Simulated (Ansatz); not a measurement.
In₂Se₃. Total charge 0; singlet. Geometry B3LYP-D4/def2-SVP; atoms count from 1.

```xyz
5

In    1.4130   -0.3300    1.4409
In   -0.1706    0.7608   -1.8924
Se   -2.1769   -0.2566   -0.3913
Se   -1.2184   -0.9173    1.6225
Se    2.1529    0.7431   -0.7797
```

In the def2 sets In takes a core potential; there is no spin–orbit coupling. The restricted singlet is unstable towards broken spin symmetry at other levels; at PBE0-D4/def2-TZVP this wasn't settled. Another isomer (singlet) lies 0.42 eV lower at PBE0-D4/def2-TZVP; other spin states weren't run for this one.

Q: Estimate the Mulliken populations from the PBE0/def2-TZVP orbitals of Ansatz.

A: 
```tsv
atom	charge (e)
In1	0.45
In2	0.44
Se3	-0.21
Se4	-0.21
Se5	-0.46
```
Mulliken values depend strongly on the basis.

Q: And the Mayer bond orders between heavy atoms (over 0.3)?

A: In1–Se4 0.74 (2.70 Å); In1–Se5 0.96 (2.57 Å); In2–Se3 0.73 (2.70 Å); In2–Se5 0.96 (2.58 Å); Se3–Se4 1.24 (2.33 Å).
